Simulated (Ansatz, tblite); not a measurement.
Cost and result up the ladder for (BeS)2 ring (Be2S2) (4 atoms). Charge 0, multiplicity 1. Geometry: PBE0-D4/def2-TZVP.

```xyz
4

Be    0.7534    0.0676    0.6124
S     0.5963    1.2779   -0.8745
Be   -0.7534   -0.0676   -0.6124
S    -0.5963   -1.2779    0.8745
```

Ansatz on 4 threads of Arm Neoverse V2 on a shared host; xTB runs through tblite on one thread. Times are rough, summed over both states, and most runs start from the orbitals of an earlier one. PBE0-D4/def2-TZVP serves as the yardstick here, not as an exact answer. The other state is a triplet.

The xTB rows come from tblite.

xTB has no spin-polarisation term.

```tsv
level	functions	vertical triplet (eV)	difference from PBE0-D4/def2-TZVP (eV)
GFN1-xTB	26	1.79	-0.74
GFN2-xTB	26	2.76	0.23
r2SCAN-D4/def2-TZVP (with forces)	112	2.37	-0.16
PBE-D4/def2-TZVP	112	2.27	-0.26
PBE0-D4/def2-TZVP	112	2.53	0.00
```

Task: Estimate how long each takes.

Result: GFN1-xTB 0.005 s; GFN2-xTB 0.007 s; PBE-D4/def2-TZVP 1.9 s; PBE0-D4/def2-TZVP 2.2 s; r2SCAN-D4/def2-TZVP (with forces) 4.3 s. On shared hardware such times vary by a factor of up to 3.
